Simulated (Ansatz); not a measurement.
Coupled-cluster diagnostics for the cluster KI2⁻ (the lowest singlet isomer of a short search), Ansatz.

Geometry of the singlet (PBE0-D4/def2-TZVPD):

Cartesian coordinates in Å:
```
K 0.007 0.001 0.000
I -0.483 -0.416 3.197
I 0.477 0.414 -3.196
```

In the def2 sets I takes a core potential; there is no spin–orbit coupling. Correlated methods freeze 13 core orbitals; core or outer-core shells of K, I are correlated, in sets that lack core-valence functions. The structure comes from a short search, and lower isomers may exist.

(1) Estimate the CCSD(T) correlation energy, the shares of MP2 and (T), T1 and the reference's ⟨S²⟩ for: charge -1, singlet, own geometry in def2-TZVPPD; and the rough time on 4 threads of Intel Xeon Platinum 8488C on a shared host.

Answers

(1) 
| state | basis | correlation (eV) | MP2 share (%) | (T) share (%) | T1 | ⟨S²⟩ (pure) | wall time |
| --- | --- | --- | --- | --- | --- | --- | --- |
| charge -1, singlet, own geometry | def2-TZVPPD | -31.088 | 102.1 | 1.9 | 0.005 | 0.00 (0.00) | 10 s |
Customary marks for T1 are 0.02 (closed shells), 0.045 (open shells) and about 0.05 (3d metals). T1 stays under 0.02 throughout.
